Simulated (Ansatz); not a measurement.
Two isomers of C2H10BNSi: A = `CNB(C)[SiH3]`, B = `BN[SiH](C)C`.

Calculated with Ansatz (gas phase, PBE0-D4/def2-TZVP geometries, no zero-point term in ΔE). CBS: MP2 limit from def2 TZ/QZ plus the TZ coupled-cluster correction, frozen cores. DFT in def2-TZVPP. One conformer a species, not always the lowest.

A:

```xyz
15

C     1.110    1.357    1.382
N     0.021    0.962    0.517
B    -0.148   -0.219   -0.204
C     0.892   -1.401   -0.202
Si   -1.848   -0.361   -1.300
H     0.762    1.527    2.406
H     1.868    0.577    1.408
H     1.583    2.277    1.027
H    -0.701    1.663    0.451
H     1.241   -1.592   -1.222
H     0.405   -2.329    0.116
H     1.774   -1.259    0.427
H    -1.570   -0.570   -2.752
H    -2.703   -1.506   -0.866
H    -2.683    0.875   -1.188
```

B:

Z-matrix (Å, degrees):
```
Si
N 1 1.756
C 1 1.860 2 109.9
C 1 1.867 2 109.5 3 123.1
H 1 1.492 2 107.4 3 -119.6
B 2 1.396 1 129.0 3 -5.2
H 2 1.012 1 115.2 3 175.1
H 3 1.092 1 111.4 2 62.6
H 3 1.093 1 109.4 2 -177.9
H 3 1.092 1 111.5 2 -58.2
H 4 1.093 1 110.8 2 176.3
H 4 1.093 1 111.3 2 56.6
H 4 1.093 1 110.8 2 -63.6
H 6 1.198 2 119.6 1 0.5
H 6 1.199 2 119.7 1 -179.5
```

Question: Which is lower in electronic energy at CCSD(T)/CBS, and by how much? (Estimate.)

Answer: Computed: B, by 33.3 kcal/mol.

Question: Give E(B) − E(A) in kcal/mol with CCSD(T)/def2-TZVPP, CCSD(T)/def2-SVP, MP2/def2-TZVPP, HF/def2-TZVPP, BLYP-D4, ωB97M-V, B2PLYP. (Best estimate.)

Answer: The calculation gave: CCSD(T)/def2-TZVPP -32.4, CCSD(T)/def2-SVP -24.4, MP2/def2-TZVPP -35.2, HF/def2-TZVPP -35.4, BLYP-D4 -30.3, ωB97M-V -34.0, B2PLYP -32.9. None reverses the order clearly.

Question: Does the order hold for the free energy at 298.15 K (harmonic terms from PBE0-D4)? (An estimate is asked.)

Answer: The calculation gave: Yes: G(B) − G(A) = -32.8 kcal/mol, for one conformer each. Modes under 60 cm⁻¹, often nearly free rotors, make the harmonic entropy too high.

Largest T1 diagnostic: 0.013.

From BLYP to BHLYP (50 % exact exchange), in def2-TZVPP and without D4, E(B) − E(A) moves by −3.9 kcal/mol. Leaving LDA and LC-ωPBE aside and taking each functional with its dispersion term where it has one, the values, not all of them listed here, spread over 6.4 kcal/mol, from ωB97M-V to PBE-D4. LDA lies +1.0 kcal/mol from PBE without D4.
